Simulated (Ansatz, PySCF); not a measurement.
Species: GaH₂ (charge +1, singlet). SMILES: [GaH2+]
Geometry: optimised at B3LYP-D3(BJ)/def2-TZVP (Ansatz, an electronic-structure program).

Wanted: vertical ionisation energy (to the doublet state of charge +2; each state is the SCF solution reached for its spin; the UHF <S^2> is 0.86 for the doublet (pure: 0.75)), in eV. Correlated levels leave the core frozen unless marked. Open shells are spin-unrestricted. No spin-orbit coupling. The frozen core is the preceding noble-gas configuration, with the filled d and f shells of earlier blocks. No relativistic terms. CBS(X,Y): correlation extrapolated as X^-3; Hartree-Fock from the larger set.

| level | program | vertical ionisation energy (eV) | minus last row |
|---|---|---|---|
| PBE/def2-TZVPD | Ansatz | 19.47 | -0.18 |
| r2SCAN/def2-TZVPD | Ansatz | 19.55 | -0.10 |
| B3LYP/def2-TZVPD | Ansatz | 19.63 | -0.02 |
| PBE0/def2-TZVPD | Ansatz | 19.54 | -0.11 |
| BHLYP/def2-TZVPD | Ansatz | 19.53 | -0.12 |
| CAM-B3LYP/def2-TZVPD | Ansatz | 19.68 | 0.03 |
| wB97M-V/def2-TZVPD | Ansatz | 19.70 | 0.05 |
| wB97X-V/def2-TZVPD | Ansatz | 19.74 | 0.09 |
| CCSD/aug-cc-pVDZ | Ansatz | 19.49 | -0.16 |
| CCSD/def2-SVPD | Ansatz | 19.49 | -0.16 |
| CCSD/aug-cc-pVTZ | Ansatz | 19.59 | -0.06 |
| CCSD/def2-TZVPPD | Ansatz | 19.58 | -0.07 |
| CCSD/aug-cc-pVQZ | Ansatz | 19.62 | -0.03 |
| CCSD/CBS(aug-cc-pVTZ,aug-cc-pVQZ) | Ansatz | 19.63 | -0.02 |
| CCSD(T)/aug-cc-pVDZ | Ansatz | 19.50 | -0.15 |
| CCSD(T)/aug-cc-pVTZ | Ansatz | 19.60 | -0.05 |
| CCSD(T)/def2-TZVPPD | Ansatz | 19.59 | -0.06 |
| CCSD(T)/aug-cc-pVQZ | Ansatz | 19.63 | -0.02 |
| CCSD(T)/def2-QZVPPD | Ansatz | 19.63 | -0.02 |
| CCSD(T)/CBS(def2-TZVPPD,def2-QZVPPD) | Ansatz | 19.65 | 0.00 |
| CCSD(T)/CBS(aug-cc-pVTZ,aug-cc-pVQZ) | Ansatz | 19.65 | 0.00 |

For comparison, minus the highest occupied orbital energy (PySCF): 15.61 eV at TPSS/def2-TZVPD, 19.61 eV at HF/def2-TZVPD, 16.08 eV at TPSSh/def2-TZVPD.
